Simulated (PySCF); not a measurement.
## Ionisation energy of Er by level of theory

Er [Xe] 4f12 6s2 [4f5/2^6 4f7/2^6, M_J = 6] → Er+ [Xe] 4f12 6s1 [4f5/2^6 4f7/2^6 6s1/2^1, M_J = 13/2], as a difference of total energies. Computed with PySCF 2.14 in x2c-QZVPPall-2c (16s16p12d6f4g1h, 213 functions), with the two-component X2C-1e Hamiltonian. Correlated levels: [Ar] 3d10 frozen; the 40 highest virtual spinors dropped. "Screened" scales the spin-orbit matrix elements by Boettger's factors to mimic the two-electron term; Breit and QED terms are absent.

```json
{"method": "GHF (spin-free)", "ionisation energy (eV)": "5.004"}
{"method": "GMP2 (spin-free)", "ionisation energy (eV)": "6.106"}
{"method": "GHF (screened spin-orbit)", "ionisation energy (eV)": "5.007"}
{"method": "GMP2 (screened spin-orbit)", "ionisation energy (eV)": "6.110"}
```

Problem. How much does correlation contribute at GMP2 (screened spin-orbit)?

Solution. 6.110 − (5.007) = 1.103 eV, measured against GHF (screened spin-orbit).

The spin-free rows relax to the high-spin LS determinant and lack the spin-orbit shift.

The labels give the starting determinants; with spin-orbit coupling the two ends relaxed to ⟨J²⟩ = 42.02, ⟨L²⟩ = 30.19, ⟨S²⟩ = 2.08 and ⟨J²⟩ = 48.77, ⟨L²⟩ = 30.19, ⟨S²⟩ = 3.83.

For comparison: 6.108 eV (measured; NIST Atomic Spectra Database, ionization energies).
